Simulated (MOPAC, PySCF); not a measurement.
Members of the series GeXY, Y = silyl; each row names its spin state. Gas-phase values, no solvent. One relaxed conformer stands for each flexible species; it need not be the lowest. Strings in code marks are SMILES.

Quantity: adiabatic spin-state energy, in kcal/mol. HF references are unrestricted for open shells and restricted for singlets. Semi-empirical values (MOPAC) are differences of heats of formation.

Level 1: B3LYP/6-31G* // PBE0-D3(BJ)/def2-TZVP (PySCF)
Level 2: PBE/6-31G* // PBE0-D3(BJ)/def2-TZVP (PySCF)
Level 3: frozen-core MP2/6-31G* // PBE0-D3(BJ)/def2-TZVP (PySCF)
Level 4: PM7 // PBE0-D3(BJ)/def2-TZVP (MOPAC)

```
species                                                  level 1  level 2  level 3  level 4
-------------------------------------------------------  -------  -------  -------  -------
`[SiH3][Ge][SH]`: multiplicity 3 minus multiplicity 1       30.8     29.9     25.6        ?
`O=[CH][Ge][SiH3]`: multiplicity 3 minus multiplicity 1        ?     14.6        ?     1.26
`[BH2][Ge][SiH3]`: multiplicity 3 minus multiplicity 1      14.1     16.6     10.9    -21.9
```

### Question
Complete the blanks.

### Answer

- `[SiH3][Ge][SH]`: multiplicity 3 minus multiplicity 1, level 4: 1.25
- `O=[CH][Ge][SiH3]`: multiplicity 3 minus multiplicity 1, level 1: 16.3
- `O=[CH][Ge][SiH3]`: multiplicity 3 minus multiplicity 1, level 3: 16.5
